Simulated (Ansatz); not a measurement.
Job for Ansatz (a quantum-chemistry and plane-wave program): R-wB97X-V/def2-TZVPP on H2OSSi (SMILES O[Si]S), a point of a torsion scan.

Ansatz 0.2 input:
```yaml
crystal:
  periodic: [false, false, false]
  atoms:
    - {symbol: O, position_ang: [-1.23311550, 0.35934749, -0.68549088]}
    - {symbol: Si, position_ang: [0.10631550, -0.57674489, -0.62171768]}
    - {symbol: S, position_ang: [0.46747815, -0.80961633, -2.76976253]}
    - {symbol: H, position_ang: [-2.10122631, 0.18295929, -0.34235414]}
    - {symbol: H, position_ang: [-0.55050559, -0.06714328, -3.18247496]}
basis:
  gaussian:
    orbitals: def2-TZVPP
hamiltonian:
  xc: {name: wB97X-V}
scf: {lower_state_search: off}
```

**Question.** What total energy does the run end on?

**Answer.** -764.0680 hartree.

**Question.** How many basis functions does it have, and what does it roughly cost on one machine?

**Answer.** 143 functions; around 6 core-seconds (rough).
